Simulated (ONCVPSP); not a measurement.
## What the settings do to the ONCV potential of iron

Base potential:

Fe, optimised norm-conserving Vanderbilt (ONCV), made with ONCVPSP 4.0.1 (PBE, scalar-relativistic). Core [Ne], reference 3s2 3p6 3d6 4s2. Waves: 3s+4s: rc 1.60 bohr, ncon 3, nbas 7, qcut 8.4 1/bohr, 2 projectors; 3p: rc 1.30 bohr, ncon 4, nbas 9, qcut 12.3 1/bohr, 2 projectors, debl 3 Ha; 3d: rc 0.95 bohr, ncon 5, nbas 9, qcut 19.8 1/bohr, 1 projector. Local part: polynomial inside 0.70 bohr (lpopt 3, dvloc0 0 Ha). Core correction: Teter function, fcfact 3.25, rcfact 1.4.

All-electron outer shells of the reference configuration (PBE, scalar-relativistic, ld1.x):

```tsv
shell	level (eV)	outermost node (bohr)	outermost maximum (bohr)
2p	-698.45	–	0.18
3s	-94.02	0.33	0.70
3p	-60.04	0.30	0.72
3d	-7.50	–	0.71
4s	-5.29	1.00	2.41
```

Cutoffs, loose and tight: the cutoffs (Ha) at which the residual kinetic energy of the hardest occupied pseudo-wave falls to 1 and 0.1 mHa per electron. They do not see the model core or the augmentation charge, which bear on the density cutoff. Test errors are all-electron minus pseudo excitation energies from the reference, over the configurations 3s2 3p6 3d6 4s1; 3s2 3p6 3d6 4s0; 3s2 3p6 3d5 4s0; 3s2 3p6 3d6 4s1.5. A dash means not determined; rows that change the core or the reference have their own tests.

```tsv
change	outcome	cutoff, loose	cutoff, tight	bound ghosts	GHOST(+) flags above zero	largest test error (meV)
base	generated	122 Ha	143 Ha	none	none	-6.9
core correction Teter function, fcfact 3.25, rcfact 0.94	generated	122 Ha	143 Ha	none	none	-6.7
core correction Teter function, fcfact 3.25, rcfact 1.12	generated	122 Ha	143 Ha	none	none	-6.8
core correction Teter function, fcfact 3.25, rcfact 1.24	generated	122 Ha	143 Ha	none	none	-6.8
core correction Teter function, fcfact 3.25, rcfact 1.38	generated	122 Ha	143 Ha	none	none	-6.9
core correction Teter function, fcfact 3.25, rcfact 1.5	generated	122 Ha	143 Ha	none	none	-6.9
core correction Teter function, fcfact 3.25, rcfact 1.68	generated	122 Ha	143 Ha	none	none	-6.9
core correction Teter function, fcfact 3.25, rcfact 1.76	generated	122 Ha	143 Ha	none	none	-7.0
core correction Teter function, fcfact 3.25, rcfact 1.92	generated	122 Ha	143 Ha	none	none	-7.3
core correction Teter function, fcfact 3.25, rcfact 2	generated	122 Ha	143 Ha	none	none	-7.8
```

Reading the sweep of the rcfact (base included, trends over the rows without a ghost): The loose cutoff stays near 122 Ha. The median size of the test errors (rows with all tests solved) stays near 0.4 meV.
